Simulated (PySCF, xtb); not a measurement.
C2H11NSi3, SMILES C[SiH2][Si@@H]1CN[SiH2]1.

GFN2-xTB in xtb at its own geometry gives an orbital gap of 3.42 eV and a dipole moment of 0.27 D.

Geometry optimised at r2SCAN-D4/def2-SVP. The structure was generated by enumeration; whether it is a known compound was not checked. One conformer was computed; it need not be the lowest.

Q: What does ωB97X/def2-TZVP in PySCF give? (An estimate is asked for; the answer gives what the named calculation found.)

A: gap 10.61 eV (levels -9.03 and 1.58 eV), dipole 1.36 D.
